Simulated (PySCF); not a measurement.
Species: C6H8ClO (doublet state).
Cartesian coordinates in Å at the GFN2-xTB level; atoms count from 1:
```xyz
16
C6H8ClO angstrom
O      0.914   -1.407   -1.876
C      0.506   -1.100   -0.787
C     -0.956   -0.946   -0.432
C     -1.255    0.541   -0.227
C     -0.293    1.130    0.824
C      1.108    0.784    0.465
Cl     1.979    1.877   -0.522
C      1.431   -0.659    0.349
H     -1.566   -1.347   -1.243
H     -1.173   -1.496    0.486
H     -2.289    0.678    0.094
H     -1.116    1.068   -1.173
H     -0.423    2.210    0.882
H     -0.529    0.696    1.800
H      1.184   -1.187    1.271
H      2.470   -0.833    0.076
```

The hyperfine couplings belong to this conformer and change with its torsions.

As a line formula: `O=C1CCC[C](Cl)C1` [radical].

Level of theory: UKS B3LYP, pcH-1 on C Cl H O, non-relativistic, mean-field spin-orbit, GIAO in PySCF 2.14.0. Isolated species at its GFN2-xTB geometry (one conformer only). Couplings are sensitive to structure, and on GFN2-xTB geometries they can be far from those on DFT ones. Stability of the SCF solution: not tested.

(1) Where do the isotropic ENDOR lines of H15/H16, H13/H14, H11/H12, H9/H10 and Cl7 fall at 1215.2 mT, to first order?

(2) Which pairs are centred on the nuclear Larmor frequency, and which on half the coupling?

(3) At what field would the lower line of Cl7 fall to zero frequency?

Results:

(1) ν± = |νn ± a/2|, one line for each electron-spin manifold; νn = |g_N| × 7.62259 MHz/T × B.

| nuclei | isotope | g_N | νn (MHz) | a_iso (MHz) | lower line (MHz) | upper line (MHz) |
| --- | --- | --- | --- | --- | --- | --- |
| H15/H16 | 1H | 5.5857 | 51.74 | 32.58 | 35.45 | 68.03 |
| H13/H14 | 1H | 5.5857 | 51.74 | 24.79 | 39.34 | 64.14 |
| H11/H12 | 1H | 5.5857 | 51.74 | 8.99 | 47.24 | 56.24 |
| H9/H10 | 1H | 5.5857 | 51.74 | 2.26 | 50.61 | 52.87 |
| Cl7 | 35Cl | 0.5479 | 5.08 | 8.40 | 0.88 | 9.27 |

(2) Centred on νn, since |a| < 2νn: H15/H16, H13/H14, H11/H12, H9/H10 and Cl7. No pair has |a| > 2νn.

(3) Where νn = |a|/2, that is B = 4.20 MHz/(0.5479 × 7.62259 MHz/T) = 1010 mT, as far as first order holds there.

Class means assume fast exchange of nuclei equivalent by connectivity; if that motion is slow, each nucleus keeps its own coupling. The 1H value of +32.6 MHz is a mean of couplings from 14.1 to 51.1 MHz in this one geometry, not an average over conformers. The 1H value of +24.8 MHz is a mean of couplings from 9.3 to 40.3 MHz in this one geometry, not an average over conformers.

Main isotope only: 35Cl (natural samples also hold 24 % 37Cl, magnetic too, which adds its own pattern).

The Mulliken spin populations are largest on C6 (+0.84) and Cl7 (+0.08). No atom but C6 exceeds +0.15. The angles at C6 add up to 352.6°, so it is slightly pyramidal.
